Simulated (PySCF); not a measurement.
Numbering as in the mapped SMILES `[F:1][C@@H:2]1[CH2:3][C@H:4]2[CH:5]=[CH:6][C@@H:7]1[C@H:8]2[Cl:9]`; H(Xn) means a hydrogen on atom n. Ha(C3) is cis to F1 on the ring; Hb(C3) is trans to F1 on the ring.

Computational details: geometry: GFN2-xTB, shieldings: GIAO PBE0/pcSseg-1, in PySCF (isolated molecule, non-relativistic Hamiltonian, one conformer).

Scale: ¹³C (186.93 ppm) against TMS (reference shieldings calculated alike).

**Question.** Do the ¹³C shifts follow the atomic charges (in e)? Tabulate both.

**Answer.** 
```
atoms  hybridisation  δ (ppm)  σ para (ppm)  Hirshfeld    IAO  Mulliken  ESP-fitted
   C5            sp2    149.3          -215      -0.04  -0.16     -0.03       -0.14
   C6            sp2    141.4          -208      -0.04  -0.17     -0.05       -0.33
   C2            sp3     96.4          -150      +0.06  +0.17     +0.26       +0.15
   C8            sp3     73.4          -131      +0.00  -0.10     -0.14       -0.32
   C7            sp3     57.5          -117      -0.05  -0.14     -0.23       +0.12
   C4            sp3     51.0          -110      -0.03  -0.12     -0.25       +0.06
   C3            sp3     32.9           -92      -0.09  -0.29     -0.11       -0.24
```

Correlation coefficients of δ with charge over these carbons: Hirshfeld +0.23, IAO +0.19, Mulliken +0.45, ESP-fitted -0.26; with the paramagnetic shielding -1.00. Among the 5 sp3 carbons alone: Hirshfeld +0.98, IAO +0.96, Mulliken +0.72, ESP-fitted +0.36. With so few points, grouped by hybridisation, these coefficients are fragile. Charge is one influence among several: hybridisation and low-lying excitations act through the paramagnetic term.

Carbons that carry Cl, above all several Cl atoms, come out too deshielded, partly because spin–orbit coupling is missing. Shifts are as computed. Against solution values, carbons near 30 ppm lie about +3 ppm off and those near 130 ppm about +5 ppm; carbons on Cl a further +6 ppm (rms about the fit 2.1 ppm; single classes can miss by 10 ppm). Of 1328 compounds with measured shifts, 309 miss one by over three times the rms of a fit or turn the order of signals round; such compounds aren't used in these exercises. Signals without a measured value on file couldn't be tested in this way; 1H shifts scatter by 0.2 ppm about their fit, and single ones miss by 0.5 ppm.
